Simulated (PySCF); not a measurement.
## Fe (iron, neutral) across methods

[Ar] 3d7 4s1, high-spin 5F determinant (an excited configuration). Calculation: PySCF 2.14, in x2c-TZVPPall with one added diffuse shell each of s, p, d, f type (7s6p5d3f1g, 80 functions); scalar relativity by spin-free X2C-1e.

```tsv
method	E (hartree)	mean ε 3d α (eV)	mean ε 4s α (eV)	mean ε 3d β (eV)	Σ⟨r²⟩ (bohr²)	⟨S²⟩
LDA	-1270.052	-4.977	-4.935	-2.623	34.81	6.004
TPSSh	-1272.606	-5.315	-4.924	-3.335	34.61	6.001
HSE06	-1272.383	-6.129	-4.931	-3.767	34.55	6.002
PBE0	-1272.363	-6.553	-5.264	-4.152	34.58	6.002
wB97X-V	-1272.432	-8.916	-6.908	-6.704	34.79	6.005
r2SCAN	-1272.561	-4.873	-5.001	-2.609	34.54	6.002
PBE	-1272.363	-4.733	-4.762	-2.602	35.06	6.002
UHF	-1271.26070	-11.940	-6.371	-8.520	35.17	6.005
```

(1) Estimate the same row for BHandHLYP.

Results:

(1) E (hartree) = -1272.542; mean ε 3d α (eV) = -8.403; mean ε 4s α (eV) = -5.630; mean ε 3d β (eV) = -5.837; Σ⟨r²⟩ (bohr²) = 34.51; ⟨S²⟩ = 6.006.
